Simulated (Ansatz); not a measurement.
A made-up structure of CH2LiSe, doublet:

```xyz
5
angstrom
Li -0.3785 -1.0415 1.3702
Se -1.5430 0.3477 -0.0512
C 0.2974 0.1667 -0.2788
H 0.6710 -0.4371 -1.1018
H -1.9895 -1.0366 -0.4567
```

It is relaxed with PBE-D4/def2-SVP and then PBE0-D4/def2-TZVP (Ansatz 0.2.0). Atoms count as bonded within 1.22 times the sum of their covalent radii (H–H: 0.88 Å). The end point is not checked to be a true minimum.

**Question.** Does its bonding change? (A judgement: the text doesn't fix the answer.)

**Answer.** Computed: No: no bond forms or breaks.

Where it ends: The first stage lowers the energy by 0.89 eV in 7 steps. It ends as CH₂LiSe ([Li]1[CH][SeH]1):
```
5
angstrom
Li 0.0229 -0.7361 1.6770
Se -1.6098 0.1199 -0.0008
C 0.3011 -0.2116 -0.1151
H 0.5648 -0.2872 -1.1735
H -2.2216 -0.8856 -0.9059
```

Labels in which every atom is bracketed show which atoms are joined, not bond orders.

For scale, one of the runs: PBE0-D4/def2-TZVP relaxation, 105 basis functions, launched by `ansatz run in.yaml --threads 2 --pin off --events-out ev --progress --plain --max-ram 4352MiB`. Hardware: 2 CPU threads of an Arm Neoverse V2, shared host. Wall time about 23 s.
